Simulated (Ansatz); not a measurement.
One change: `[NH2][Ta]([NH2])([F])=[S]` becomes `[NH2][Ta]([F])(=[S])[Cl]`.

Ansatz, PBE0-D4/def2-TZVP geometries, multiplicity 1. Each molecule was computed in one conformer, which needn't be the lowest.

Elements past krypton have def2 core potentials.

| property | `[NH2][Ta]([NH2])([F])=[S]` |
| --- | --- |
| HOMO–LUMO gap (ωB97M-V/def2-TZVPP) / eV | 10.37 |
| LUMO energy (B3LYP/def2-TZVPP) / eV | -1.41 |
| HOMO energy (PBE/def2-TZVPP) / eV | -6.24 |
| LUMO energy (PBE/def2-TZVPP) / eV | -2.01 |
| HOMO energy (PBE0/def2-TZVPP) / eV | -7.42 |
| size of the dipole moment (PBE/def2-TZVPP) / D | 4.39 |

(1) Give the same properties after the change, and the shifts. (Estimate.)

Answers

(1) The calculation gave: 
| property | `[NH2][Ta]([F])(=[S])[Cl]` | shift |
| --- | --- | --- |
| HOMO–LUMO gap (ωB97M-V/def2-TZVPP) / eV | 9.95 | -0.42 |
| LUMO energy (B3LYP/def2-TZVPP) / eV | -2.27 | -0.86 |
| HOMO energy (PBE/def2-TZVPP) / eV | -6.67 | -0.43 |
| LUMO energy (PBE/def2-TZVPP) / eV | -2.86 | -0.85 |
| HOMO energy (PBE0/def2-TZVPP) / eV | -7.86 | -0.44 |
| size of the dipole moment (PBE/def2-TZVPP) / D | 3.52 | -0.87 |

With PBE0 the HOMO falls by 0.44 eV and the LUMO falls by 0.87 eV, so the gap narrows by about 0.43 eV. PBE moves the HOMO by -0.43 eV and ωB97M-V by -0.40 eV. The zero-point energy changes by -61.7 kJ/mol with -6 modes. Dipoles are sizes alone; their direction can turn.

B3LYP here is the variant with VWN-RPA as its local correlation; programs differ in this.
